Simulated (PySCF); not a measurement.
Vertical excitations of a molecule C2H7FO2Si from TDA-M06-2X/def2-SVPD (PySCF), as energy in eV (oscillator strength): 6.91 (0.003), 7.23 (0.002), 7.54 (0.014), 8.45 (0.071), 8.53 (0.044), 8.63 (0.021), 8.91 (0.025), 9.04 (0.101), 9.12 (0.027), 9.21 (0.014). Lowest triplet (TDA): 6.60 eV. The structure is a stationary point at PBE0-D3(BJ)/def2-SVP. Other conformers were not sampled.

Question: Which structure fits?
A) OC[Si@H](O)CF
B) CO[SiH](F)OC
C) C[C@@H](O)[Si@@H](O)F
D) C[Si](O)(O)CF

Answer: C, C[C@@H](O)[Si@@H](O)F
